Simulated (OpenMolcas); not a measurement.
# What dynamic correlation does to the levels of Te

* Program: OpenMolcas 26.06
* Basis: ANO-RCC-VDZP [6s5p3d1f]
* Scalar Hamiltonian: DKH4, point nucleus
* Active space: 4 electrons in 3 orbitals (5p)
* State averaging: 2S+1 = 3 even, 3 roots; 2S+1 = 1 even, 6 roots
* Spin-orbit coupling: state interaction with AMFI integrals over the reference wave functions, term energies averaged over their components

Methods on the same reference wave functions:
A. CASSCF
B. SS-CASPT2, IPEA 0.25 Eh, imaginary shift 0.1 Eh (closed shells correlated: 4d 5s)

Energies in cm⁻¹ above 5s² 5p⁴ ³P₂, the measured ground level; measured values from NIST Handbook of Basic Atomic Spectroscopic Data.

```csv
Level,A,B,Measured
5s² 5p⁴ ³P₂,0.0,0.0,0.0
5s² 5p⁴ ³P₁,4226,4260,4751
5s² 5p⁴ ³P₀,4797,4660,4706
5s² 5p⁴ ¹D₂,12350,11620,10558
5s² 5p⁴ ¹S₀,27077,24500,23198
```

Deviations, from unrounded energies. A percentage is the sum of absolute deviations over the sum of measured energies, with the sign that they share, or ± where signs differ.

| Against measurement | Levels | A | B |
| --- | --- | --- | --- |
| mean absolute deviation (cm-1) | 4 | 1600 | 730 |
| fine structure of the ground term (%) | 2 | ±6.5 | -5.7 |
| other terms of the ground configuration (%) | 2 | +16.8 | +7.0 |

B lies closest to measurement on these levels. The largest miss of B in the table is 5s² 5p⁴ ¹S₀, by +1300 cm-1. The ranking rests on the paired levels alone, and a cruder setting can come out closer through cancelling errors.

From A to B the spin-free energies of the other terms of 5s² 5p⁴ shown, above ³P, scale by factors of 0.88 to 0.91.

The lowest spin-free term lies below A's lowest term by 0.399 hartree in B.

CASPT2 does not keep the components of a term degenerate, so their means are used; among the terms shown or strongly mixed into the levels shown the widest spread is 100 cm-1 (5s² 5p⁴ ¹D, B). With the s shell closed, the reference lacks s² → p² mixing. Computed and measured levels are paired by configuration, term and J; levels that our copy of the source lacks, or whose pairing is in doubt (as where it misses far off the trend of its configuration), stay unpaired and out of the deviations. Only configurations of the active space appear.
